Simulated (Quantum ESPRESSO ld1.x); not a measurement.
Results of a calculation; reference values are marked as such.
Problem. Species: Fe II. Configuration: [Ar] 3d7 (not the ground configuration). Code: ld1.x of Quantum ESPRESSO 7.5. Model: scalar-relativistic Kohn-Sham, PBEsol, spin-unpolarised, spherical densities, point nucleus. Some entries of the table are withheld. Estimate them.

orbital,occ.,eigenvalue (eV),<r> (bohr)
1s,2,-6994.90,(1)
2s,2,-821.186,0.2671
2p,6,(2),0.2356
3s,2,-96.8732,0.8162
3p,6,-63.2072,0.8671
3d,7,-11.4687,(3)

Solution. 
(1) 1s <r> (bohr): 0.05849
(2) 2p eigenvalue (eV): -700.420
(3) 3d <r> (bohr): 1.214
